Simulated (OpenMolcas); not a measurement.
# Ca I: effect of the basis set

| Item | Value |
| --- | --- |
| Program | OpenMolcas 26.06 |
| Method | SS-CASPT2, IPEA 0.25 Eh, imaginary shift 0.1 Eh (closed shells correlated: 3s 3p) |
| Active space | 2 electrons in 9 orbitals (3d 4s 4p) |
| State averaging | 2S+1 = 3 even, 18 roots (8 in the spin-orbit step); 2S+1 = 1 even, 12 roots; 2S+1 = 3 odd, 18 roots; 2S+1 = 1 odd, 8 roots |
| Spin-orbit coupling | RASSI with atomic mean-field integrals over the reference wave functions, term energies averaged over their components |

A. ANO-RCC-VTZP [6s5p2d1f], DKH2, point nucleus; CASPT2 step roughly 20 core-seconds
B. ANO-RCC-VQZP [7s6p3d2f1g], DKH2, point nucleus; CASPT2 step about 30 core-seconds
C. ANO-RCC [10s9p6d4f2g], DKH2, point nucleus; CASPT2 step about 60 core-seconds

Energies in eV above 4s2 1S0, the measured ground level; measured values from NIST Handbook of Basic Atomic Spectroscopic Data.

| Level | A | B | C | Measured |
| --- | --- | --- | --- | --- |
| 4s2 1S0 | 0.0000 | 0.0000 | 0.0000 | 0.0000 |
| 4s 4p 3P* 0 | 1.794 | 1.830 | 1.871 | 1.8793 |
| 4s 4p 3P* 1 | 1.797 | 1.833 | 1.874 | 1.8858 |
| 4s 4p 3P* 2 | 1.805 | 1.840 | 1.881 | 1.8989 |
| 4s 4p 1P* 1 | 2.972 | 2.891 | 2.904 | 2.9325 |
| 3d 4s 3D1 | 3.448 | 3.140 | 3.065 | 2.5213 |
| 3d 4s 3D2 | 3.449 | 3.141 | 3.066 | 2.5230 |
| 3d 4s 3D3 | 3.450 | 3.142 | 3.067 | 2.5257 |
| 4p2 3P0 | 4.846 | 4.802 | 4.812 | 4.7632 |
| 4p2 3P1 | 4.851 | 4.807 | 4.817 | 4.7690 |
| 4p2 3P2 | 4.862 | 4.816 | 4.826 | 4.7798 |
| 3d 4p 3F* 2 | 5.294 | 5.018 | 4.879 | 4.4300 |
| 3d 4p 3F* 3 | 5.300 | 5.022 | 4.884 | 4.4410 |
| 3d 4p 3F* 4 | 5.306 | 5.028 | 4.890 | 4.4506 |
| 3d 4p 1D* 2 | 5.324 | 5.118 | 5.019 | 4.4430 |

Deviations, from unrounded energies. A percentage is the sum of absolute deviations over the sum of measured energies, with the sign that they share, or ± where signs differ.

```csv
Against measurement,Levels,A,B,C
mean absolute deviation (cm-1),14,3900,2600,2200
other configurations (%),14,±14.1,±9.5,±7.8
```

C lies closest to measurement on these levels and A furthest from it. The largest miss of C in the table is 3d 4p 1D* 2, by +4600 cm-1. The ranking rests on the paired levels alone, and a cruder setting can come out closer through cancelling errors.

Among A to C the level of the table that moves most is 3d 4p 3F* 4, by 3400 cm-1 (lowest in C, highest in A). Moves below CASPT2's spread within the term are not significant.

CASPT2 breaks the degeneracy within a term, and the mean is taken; among the terms shown or strongly mixed into the levels shown the widest spread is 93 cm-1 (3d 4p 3F*, C). Some high roots are left out of the spin-orbit mixing, which shifts the levels that they would mix with. Configurations are named by rounded mean occupations; where the s occupation lies near a half they are strongly mixed, a name can repeat and a true partner stay unpaired. A single d shell beside an s shell can misplace configurations of different d count against each other. Measured partners are found by configuration, term and J. A level has none where our copy of the source lacks it or the pairing is in doubt (some pairs that miss far off the trend of their configuration count as doubtful), and it then counts in no deviation. Levels of configurations outside the active space are missing. Levels that lie high or do not pair safely by name in every column are left out.

* marks odd parity.
